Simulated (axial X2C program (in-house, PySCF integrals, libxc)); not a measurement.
In₂⁺: properties at the nuclei

Computed with an axial X2C code built on PySCF integrals: two-component X2C with atomic mean-field Coulomb and Gaunt terms, Gaussian nuclei, basis In dyall-cv3z with contracted cores.

R = 3.609 Å (near the PBE0 minimum at charge 1 of the determinant lowest at the starting distance; the state shown can have its own minimum elsewhere).

Determinant lowest in the PBE0 search, Ω = 1/2 (⟨Sz⟩ = 0.49, ⟨Lz⟩ = 0.01 at PBE0), spin on the atoms In 0.25, In 0.25:

```csv
level,A∥/gI In (MHz),qzz In (a.u.)
PBE0,379,-3.40
HF,-71.7,-3.36
LDA,560,-3.51
BP86,450,-3.44
TPSSh,420,-3.47
```

Determinant 0.85 eV from it at PBE0 and this distance, Ω = 3/2 (⟨Sz⟩ = 0.50, ⟨Lz⟩ = 1.00 at PBE0), spin on the atoms In 0.25, In 0.25:

| level | A∥/gI In (MHz) | qzz In (a.u.) |
| --- | --- | --- |
| PBE0 | 57.7 | 1.28 |
| HF | -49.7 | 1.05 |
| LDA | 89.1 | 1.40 |
| BP86 | 65.9 | 1.37 |
| TPSSh | 67.7 | 1.32 |

A∥ (defined per Ω) follows by multiplying with gI = μI/(I μN); qzz is the electric field gradient, eQq0 = 234.96 MHz × Q/barn × qzz. The operators were transformed with the bare-nucleus X2C matrices; with these basis sets, hyperfine constants and field gradients can be off by tens of per cent, and where levels differ in sign neither size nor sign is settled.

Q: With Q(115In) = 0.772 barn (Q from Pyykkö, Mol. Phys. 2018), turn the PBE0 values of the first state into constants in MHz.

A: eQq0(115In) = 234.96 × (0.772) × (-3.40) = -617 MHz.

Each state is one determinant with collinear spin. Unrestricted Hartree–Fock can overshoot spin polarisation at the nuclei. The search compared states at one distance, so a state with another bond length can lie lower. Where a field gradient or hyperfine factor spreads by more than a factor of two over the levels, a constant derived from it is not to be relied on. PBE0 term energies can be off by some tenths of an eV.
